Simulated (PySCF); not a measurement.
CH₄Zn, SMILES [CH3][ZnH].

Geometry: PBE0-D3(BJ)/def2-TZVP.

Method: PBE0-D3(BJ)/def2-TZVP (PySCF).

Frequencies are harmonic and unscaled.

Modes within 1.5 cm⁻¹ of each other (mostly degenerate sets) share a row, with their intensities summed.

| mode | ν (cm⁻¹) | IR (km/mol) | Raman (Å⁴/amu) | depolarisation | moving atoms (share of kinetic energy) |
|---|---|---|---|---|---|
| 1–2 | 431 | 83.5 | 1.3 | 0.75 | H 98 % |
| 3 | 560 | 15.1 | 18.5 | 0.18 | C 64 %, Zn 18 %, H 18 % |
| 4–5 | 698 | 145.6 | 5.5 | 0.75 | H 81 %, C 17 % |
| 6 | 1200 | 3.2 | 26.0 | 0.18 | H 81 %, C 19 % |
| 7–8 | 1446 | 1.7 | 4.8 | 0.75 | H 95 % |
| 9 | 1893 | 224.3 | 224.5 | 0.20 | H 98 % |
| 10 | 3043 | 10.8 | 157.6 | 0.00 | H 97 % |
| 11–12 | 3127 | 20.9 | 173.4 | 0.75 | H 91 %, C 9 % |
